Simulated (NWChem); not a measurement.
# ZnHSF; SMILES [Zn]([F])[SH]

```xyz
4

Zn    -0.2294     0.2595     0.0000
F     -0.2474     1.9764     0.0000
S     -0.2867    -1.8814     0.0000
H      1.0552    -2.0517     0.0000
```
Atoms are numbered in this order, from 1.

Program: NWChem. Pople sets run with spherical d functions. Coordinates come from a B3LYP/6-31G* (spherical d) optimisation. B3LYP is NWChem's, with the RPA form of VWN correlation. GIAO values for the isolated, static molecule; σ is the absolute isotropic shielding, δ = σ(reference) − σ with the isolated reference molecule computed at the same levels (19F: trichlorofluoromethane, 1H: tetramethylsilane).

For level B3LYP/6-31G*:

| Property | Value |
|---|---|
| σ Zn1 (ppm) | 1827.9 |
| δ F2 (ppm) | -159.4 |
| δ H4 (ppm) | -0.85 |

Problem. How do the values read with level PBE/pcSseg-1 instead?

Solution. The σ Zn1 (ppm) comes out as 1612.0, the δ F2 (ppm) is -226.0 and the δ H4 (ppm) is -0.18.
